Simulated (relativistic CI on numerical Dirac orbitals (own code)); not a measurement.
Calculated levels, Cl2+

Calculated at this level of theory: Dirac-Coulomb-Breit CI, KLI orbitals optimised for each configuration, QED by a radiative potential, valence Slater integrals scaled by 0.85, P86 correlation estimate, and configurations built on the next ion tied to the tabulated ionisation energy (semi-empirical) (own radial code, finite nucleus).

Configuration list (outside the closed core [Ne]): 3s²3p³, 3s²3p²3d, 3s²3p²4s, 3s²3p²4p, 3s²3p²4d, 3s²3p²5s, 3s²3p²4f, 3s3p⁴, 3p⁵, 3s²3p3d², 3s3p³3d, 3p³3d², 3s²3p3d4s, 3s²3p4s², 3s²3p²5p, 3s²3p3d4p, 3s²3p²5d, 3s²3p4s4p, 3s²3p²5f, 3s²3p²5g, 3s3p³4s, 3p⁴3d, 3p⁴4s, 3s²3p4p². Levels of other configurations are missing.

The lowest level is 3s²3p³ ⁴S°3/2, with 97 % of that term; Hund's rules for 3s²3p³ give ⁴S° with J = 3/2, in agreement.

```csv
No.,Configuration,Term,J,E (cm⁻¹),%,Next component (%),Landé g
1,3s²3p³,⁴S°,3/2,0.0,97,3 3s3p³3d ⁴S°,2.002
2,3s²3p³,²D°,3/2,18316.8,96,3 3s3p³3d ²D°,0.803
3,3s²3p³,²D°,5/2,18386.6,96,3 3s3p³3d ²D°,1.200
4,3s²3p³,²P°,1/2,28996.1,95,2 3p⁵ ²P°,0.666
5,3s²3p³,²P°,3/2,29089.6,95,2 3p⁵ ²P°,1.331
6,3s3p⁴(3P)‡,⁴P,5/2,105782.6,82,17 3s²3p²3d ⁴P,1.601
7,3s3p⁴(3P)‡,⁴P,3/2,106379.6,82,17 3s²3p²3d ⁴P,1.735
8,3s3p⁴(3P)‡,⁴P,1/2,106716.5,82,17 3s²3p²3d ⁴P,2.670
9,3s3p⁴(1D)‡,²D,3/2,127745.9,66,33 3s²3p²3d ²D,0.800
10,3s3p⁴(1D)‡,²D,5/2,127791.8,66,33 3s²3p²3d ²D,1.201
11,3p²(3P)3d,²P,3/2,139992.1,72,26 3s3p⁴ ²P,1.333
12,3p²(3P)3d,²P,1/2,140713.6,72,26 3s3p⁴ ²P,0.667
13,3p²(3P)3d,⁴F,3/2,146963.6,99,1 3p⁴3d ⁴F,0.400
14,3p²(3P)3d,⁴F,5/2,147183.8,98,1 3p⁴3d ⁴F,1.030
15,3p²(3P)3d,⁴F,7/2,147499.4,98,1 3p⁴3d ⁴F,1.239
16,3p²(3P)3d,⁴F,9/2,147915.0,99,1 3p⁴3d ⁴F,1.334
17,3p²(3P)3d,⁴D,1/2,152462.2,99,1 3p⁴3d ⁴D,-0.002
18,3p²(3P)3d,⁴D,3/2,152525.0,99,1 3p⁴3d ⁴D,1.199
19,3p²(3P)3d,⁴D,5/2,152600.2,96,3 ²F,1.358
20,3p²(3P)3d,⁴D,7/2,152699.3,93,5 ²F,1.413
21,3p²(1D)3d,²F,5/2,154080.9,96,3 ⁴D,0.870
22,3s3p⁴(1S)‡,²S,1/2,154456.1,63,36 3s²3p²3d ²S,2.001
23,3p²(1D)3d,²F,7/2,154802.1,93,5 ⁴D,1.159
24,3p²(1D)3d,²G,7/2,169983.8,99,1 3p⁴3d ²G,0.889
25,3p²(1D)3d,²G,9/2,170003.3,99,1 3p⁴3d ²G,1.111
26,3p²(3P)4s,⁴P,1/2,174745.6,96,2 3s²3p²3d ⁴P,2.665
27,3p²(3P)4s,⁴P,3/2,175173.3,96,2 3s²3p²3d ⁴P,1.733
28,3p²(3P)4s,⁴P,5/2,175835.3,95,3 3s²3p²3d ⁴P,1.600
29,3p²(3P)4s,²P,1/2,179366.0,97,1 3p⁴4s ²P,0.672
30,3p²(3P)4s,²P,3/2,180187.3,95,1 3s²3p²3d ²D,1.325
31,3p²(1S)3d,²D,3/2,180821.0,93,2 3p⁴3d ²D,0.808
32,3p²(1S)3d,²D,5/2,181772.2,94,2 3p⁴3d ²D,1.202
33,3p²(3P)3d,⁴P,5/2,184144.1,78,16 3s3p⁴ ⁴P,1.599
34,3p²(3P)3d,⁴P,3/2,184465.5,79,16 3s3p⁴ ⁴P,1.733
35,3p²(3P)3d,⁴P,1/2,184673.4,79,16 3s3p⁴ ⁴P,2.667
36,3p²(1D)4s,²D,3/2,190327.3,75,16 3s²3p²3d ²P,0.913
37,3p²(1D)4s,²D,5/2,190329.9,95,3 3s²3p²3d ²D,1.201
38,3p²(1D)3d,²P,3/2,190470.5,61,20 3s²3p²4s ²D,1.223
39,3p²(1D)3d,²P,1/2,190544.9,81,18 3s3p⁴ ²P,0.669
40,3p²(3P)3d,²F,5/2,198317.5,72,17 ²D,0.927
41,3p²(3P)3d,²F,7/2,198592.7,90,8 3s²3p²4d ²F,1.143
42,3p²(3P)3d,²D,5/2,199501.4,65,18 ²F,1.131
43,3p²(1D)3d,²D,3/2,199820.9,72,10 3s3p⁴ ²D,0.859
44,3s3p⁴(3P)‡,²P,3/2,200738.9,40,40 3s²3p²3d ²P,1.273
45,3p²(3P)4p,²S°,1/2,200757.0,98,1 3s3p³4s ²S°,2.000
46,3s3p⁴(3P)‡,²P,1/2,200896.5,49,41 3s²3p²3d ²P,0.675
47,3p²(1S)4s,²S,1/2,202528.7,86,6 3s²3p²3d ²S,1.995
48,3p²(3P)4p,⁴D°,1/2,203799.7,98,,0.007
49,3p²(3P)4p,⁴D°,3/2,204057.7,98,1 ⁴P°,1.205
50,3p²(3P)4p,⁴D°,5/2,204494.2,98,1 ⁴P°,1.374
51,3p²(3P)4p,⁴D°,7/2,205109.1,99,1 3s3p³4s ⁴D°,1.429
52,3p²(3P)4p,⁴P°,1/2,206555.2,99,,2.659
53,3p²(3P)4p,⁴P°,3/2,206664.4,91,5 ⁴S°,1.722
54,3p²(1D)3d,²D,3/2,206930.9,72,18 3s3p⁴ ²D,0.800
55,3p²(1D)3d,²D,5/2,206963.9,72,19 3s3p⁴ ²D,1.199
56,3p²(3P)4p,⁴P°,5/2,207113.9,92,7 ²D°,1.572
57,3p²(3P)4p,²D°,3/2,207863.1,96,2 ⁴P°,0.825
58,3p²(3P)4p,⁴S°,3/2,208441.7,92,5 ⁴P°,1.983
59,3p²(3P)4p,²D°,5/2,208774.0,92,7 ⁴P°,1.226
60,3p²(3P)4p,²P°,1/2,211696.6,98,,0.669
61,3p²(3P)4p,²P°,3/2,211850.2,98,,1.333
62,3p²(1D)3d,²S,1/2,213256.4,54,31 3s3p⁴ ²S,2.001
63,3s3p³(4S°)<5S°>3d‡,⁶D°,1/2,219075.2,100,,3.338
64,3s3p³(4S°)<5S°>3d‡,⁶D°,3/2,219075.3,100,,1.868
65,3s3p³(4S°)<5S°>3d‡,⁶D°,5/2,219075.9,100,,1.658
66,3s3p³(4S°)<5S°>3d‡,⁶D°,7/2,219077.7,100,,1.588
67,3s3p³(4S°)<5S°>3d‡,⁶D°,9/2,219082.0,100,,1.557
68,3p²(1D)4p,²F°,5/2,219975.9,98,2 ²D°,0.862
69,3p²(1D)4p,²F°,7/2,220153.3,99,,1.144
70,3p²(1D)4p,²D°,5/2,220995.5,97,1 ²F°,1.196
```

Energies count from the lowest computed level; ° marks odd parity. Percentages are summed over parent terms; the parents shown are those of the largest component, closed shells are left out there, and <> holds an intermediate term. ‡ marks configurations that were not tied to measured data.

The mean weight of the leading LS term, summed over parents, in these 70 levels is 88 %, and that of the leading jj configuration (from the same eigenvectors) 49 %, so LS coupling describes them better.

Configurations that consist of the next ion and one excited electron were tied to the tabulated ionisation energy; Rydberg ones are usually within 1,000 to 3,000 cm⁻¹ and the lowest ones within about 6,000 (9,000 in d shells), while levels on excited terms of the next ion carry the error of that term, and the other configurations can be misplaced by 10,000 cm⁻¹ or more. Rates follow the energies as ν³ (E1, M1) or ν⁵ (E2), so rates, branching and lifetimes can be off by large factors. The fine structure of a lone outer electron comes out too small, for d and f at times inverted, and misplaced configurations move strength between like terms. 54 of the 54 excited levels that our extract of the measured tables holds in this range could be paired (the sources list more); they are missed by 2898 cm⁻¹ on average and 7263 at most, and levels without a partner can miss by more.
